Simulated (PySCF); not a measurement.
How methods differ on the excitation energy of Mg

Mg [Ne] 3s2 (1S) → Mg [Ne] 3s1 4s1 (3S), as a difference of total energies. Calculation: PySCF 2.14, in aug-cc-pCVTZ-DK with one added diffuse shell each of s, p, d, f type (9s8p6d4f, 91 functions); the spin-free X2C one-electron Hamiltonian (Gaussian nucleus). Correlated levels: valence: [Ne] frozen; valence and next inner shell: 1s2 frozen; nothing frozen. The calculations carry no spin-orbit coupling.

```json
{"method": "UHF", "excitation energy (cm⁻¹)": "33970"}
{"method": "LDA", "excitation energy (cm⁻¹)": "40759"}
{"method": "PBE", "excitation energy (cm⁻¹)": "39885"}
{"method": "PBE0", "excitation energy (cm⁻¹)": "39571"}
{"method": "r2SCAN", "excitation energy (cm⁻¹)": "39041"}
{"method": "TPSS", "excitation energy (cm⁻¹)": "40001"}
{"method": "PBEsol", "excitation energy (cm⁻¹)": "39521"}
{"method": "B2PLYP", "excitation energy (cm⁻¹)": "40860"}
{"method": "MP2 (valence)", "excitation energy (cm⁻¹)": "38776"}
{"method": "SCS-MP2 (valence)", "excitation energy (cm⁻¹)": "40106"}
{"method": "MP2 (valence and next inner shell)", "excitation energy (cm⁻¹)": "39582"}
{"method": "SCS-MP2 (valence and next inner shell)", "excitation energy (cm⁻¹)": "40724"}
{"method": "MP2 (all electrons)", "excitation energy (cm⁻¹)": "39575"}
{"method": "SCS-MP2 (all electrons)", "excitation energy (cm⁻¹)": "40719"}
```

Errors of the correlated levels include the incompleteness of this basis and the frozen core.

For comparison: 41197 cm⁻¹ (measured; NIST levels).
